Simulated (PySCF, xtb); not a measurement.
Ga(H)(Me)(NH2) (CH6GaN), SMILES [CH3][GaH][NH2]. The values are those of a single conformer.

Harmonic wavenumbers (cm⁻¹) from GFN2-xTB run with xtb 6.7.1 at its own minimum, in rising order: 33, 129, 234, 286, 381, 421, 506, 600, 620, 626, 678, 1258, 1431, 1445, 1469, 1657, 2937, 2949, 2955, 3382, 3408.

Question: What does B3LYP-D3(BJ)/def2-SVP in PySCF 2.14.0 give at its own minimum? (Estimate from the structure and the level; the computed values follow.)

Answer: 68, 160, 309, 368, 537, 541, 562, 700, 713, 745, 767, 1222, 1433, 1434, 1522, 1953, 3029, 3116, 3131, 3569, 3670. Paired by order, the mean absolute difference is 107 cm⁻¹ and the zero-point energies are 39.2 and 42.2 kcal/mol.
